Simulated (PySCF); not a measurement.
## Steps of a relaxation of PbCl2(NH3)

PbCl2(NH3) (singlet). PySCF 2.14.0, RKS PBE, Pb def2-SVP with ECP60, Cl def2-SVP, N def2-SVP, H def2-SVP; non-relativistic Hamiltonian with scalar-relativistic core potentials where named; density fitting; no spin-orbit coupling. Origin of the start: template. Columns: position (Å) and force (eV/Å). Energies are counted from the last step; some of the 26 steps are shown. Forces carry noise of the integration grid, about 0.01 to 0.03 eV/Å.

Run from Python with OMP_NUM_THREADS=2. Where DIIS fails, smearing, a level shift and second-order steps follow.
It took 69 s on 2 threads of Arm Neoverse V1, with other jobs on the host, from the converged density of the start.

```xyz
7
step 0  E = 1.197 eV
Pb   -0.0799   -0.1384    0.0000     0.82    1.42    0.00
Cl    2.5148   -0.1384    0.0000     0.08    0.01    0.00
Cl   -1.3772    2.1087    0.0000    -0.02    0.08    0.00
N    -1.3249   -2.2948    0.0000    -0.55   -0.96   -0.04
H    -1.5239   -2.6394    0.9392    -0.11   -0.19    0.48
H    -2.2283   -2.2328   -0.4696    -0.48    0.03   -0.23
H    -0.8195   -3.0461   -0.4696     0.27   -0.40   -0.22
```

```xyz
7
step 8  E = 0.588 eV
Pb    0.1099    0.1903    0.7937     0.11    0.19   -0.31
Cl    2.4192    0.3572   -0.2970    -0.30   -0.16    0.15
Cl   -0.9002    2.2737   -0.2970     0.00   -0.35    0.14
N    -1.4606   -2.5299   -0.0022     0.01    0.03   -0.19
H    -1.7353   -3.0055    0.8695     0.02    0.04    0.03
H    -2.3417   -2.4261   -0.5335     0.12    0.11    0.09
H    -0.9303   -3.2410   -0.5335     0.03    0.16    0.09
```

```xyz
7
step 17  E = 0.010 eV
Pb   -0.0118   -0.0204    1.1407     0.00   -0.03   -0.08
Cl    1.8244   -0.7789   -0.4687     0.00   -0.01    0.00
Cl   -1.5867    1.1905   -0.4687    -0.01    0.02    0.01
N    -1.1686   -2.0240    0.1032     0.06    0.12    0.48
H    -1.5949   -2.7624    0.6725    -0.07   -0.12   -0.06
H    -1.8729   -1.5761   -0.4895    -0.20    0.13   -0.18
H    -0.4285   -2.4100   -0.4895     0.22   -0.11   -0.18
```

Q: Where does the relaxation end?

A: It converges at step 25 in Cs:
```xyz
7
step 25  E = 0
Pb   -0.0036   -0.0062    1.1372
Cl    1.8082   -0.8146   -0.4809
Cl   -1.6096    1.1587   -0.4809
N    -1.1635   -2.0152    0.1375
H    -1.6175   -2.8015    0.6196
H    -1.8494   -1.5338   -0.4662
H    -0.4037   -2.3685   -0.4662
```

Q: How did the contacts change?

A: 
| contact | start (Å) | end (Å) |
| --- | --- | --- |
| Pb1–Cl2 (Cl) | 2.595 | 2.560 |
| Pb1–Cl3 (Cl) | 2.595 | 2.560 |
| Pb1–N4 (NH3) | 2.490 | 2.526 |
